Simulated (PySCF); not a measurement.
Isomers of C8H10Ge, from PBE0-D3(BJ)/def2-SVP geometry optimisation, gas phase in PySCF 2.14.0. One conformer each, no zero-point energy, no frequencies.

Problem. Which is lower in electronic energy at this level?
A. `[CH2:1]=[CH:2][GeH2:3][c:4]1[cH:5][cH:6][cH:7][cH:8][cH:9]1` with C1–C2–Ge3–C4 0°, C2–Ge3–C4–C5 83°: A = 2304, B = 698.3, C = 659.3 MHz, dipole 0.82 D
B. `[CH:1]#[C:2][Ge@@H:3]1[CH2:4][CH:5]=[CH:6][C@@H:7]1[CH:8]=[CH2:9]` with C6–C7–C8–C9 128°: A = 1347, B = 1246, C = 785.7 MHz, dipole 0.63 D

Solution. A. That is `C=[CH][GeH2][C]1=CC=CC=C1`, 52.2 kcal/mol below the other.

```json
{"SMILES": "C=[CH][GeH2][c]1ccccc1", "mapped SMILES": "[CH2:1]=[CH:2][GeH2:3][c:4]1[cH:5][cH:6][cH:7][cH:8][cH:9]1", "E (Eh)": "-2386.73902", "relative (kcal/mol)": "0.0", "relative (kJ/mol)": "0.0", "dipole (D)": "0.82"}
{"SMILES": "C#[C][Ge@@H]1[CH2]C=C[C@@H]1C=C", "mapped SMILES": "[CH:1]#[C:2][Ge@@H:3]1[CH2:4][CH:5]=[CH:6][C@@H:7]1[CH:8]=[CH2:9]", "E (Eh)": "-2386.65579", "relative (kcal/mol)": "52.2", "relative (kJ/mol)": "218.5", "dipole (D)": "0.63"}
```

As drawn, the lower has an aromatic ring, which the higher lacks; the higher has a C≡C bond, which the lower lacks.
